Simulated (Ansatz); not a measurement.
`[InH2][CH]1BO1` + `C[NH][GeH3]` → `C[N]([GeH3])[InH2]` + `B1CO1` at 700 K and 1 bar (ligand exchange at the In–C bond).

Program: Ansatz. Geometries: PBE0-D4/def2-TZVP. ΔE: electronic, gas phase. CCSD(T)/CBS is the MP2 limit (def2-TZVPP, def2-QZVPP) plus CCSD(T) − MP2 in def2-TZVPP, frozen cores. def2 core potentials past Kr. For Ge, In outer-core shells are correlated without core-valence functions, which leaves a few kJ/mol of doubt a bond. Scalar relativity is left out up to krypton.

```tsv
species	CCSD(T)/CBS energy (Eh)	H − E (kJ/mol)	S (J/(mol·K))
`[InH2][CH]1BO1`	-330.18240	179.0	426.3
`C[NH][GeH3]`	-2173.06430	268.1	408.1
`C[N]([GeH3])[InH2]`	-2363.46641	296.6	517.6
`B1CO1`	-139.80191	150.0	304.8
```

H − E and S are ideal-gas, rigid-rotor, harmonic terms from PBE0-D4/def2-TZVP, for one conformer and one mirror image of each species. 1 Eh = 2625.50 kJ/mol, R = 8.31446 J/(mol·K).

Question: By hand: ΔE, ΔH, ΔS and ΔG.

Answer: ΔE = (-2363.46641) + (-139.80191) − (-330.18240) − (-2173.06430) = -0.02162 Eh = -56.8 kJ/mol. Δ(H − E) = 296.6 + 150.0 − 179.0 − 268.1 = -0.5, so ΔH = -57.3 kJ/mol. ΔS = 517.6 + 304.8 − 426.3 − 408.1 = -12.0 J/(mol·K). ΔG = -57.3 − 700 × (-12.0)/1000 = -48.9 kJ/mol.

Question: By hand: the equilibrium constant, and the temperature at which ΔG would vanish if ΔH and ΔS stayed fixed.

Answer: log₁₀ K = −ΔG/(RT ln 10) = 3.6. ΔG = 0 at ΔH/ΔS = 4775 K, far beyond where these terms or the molecules hold.

The number of gas molecules stays the same, so ΔS is small and ΔH decides. A doubt of 5 kJ/mol in ΔE shifts log₁₀ K by 0.4 here. Other conformers and mirror images would add mixing entropy, several J/(mol·K) or more a flexible species. These are equilibria of isolated gas molecules and say nothing of rates. Largest T1 diagnostic: 0.016 (customary marks: 0.02 for closed shells, 0.045 for open ones).
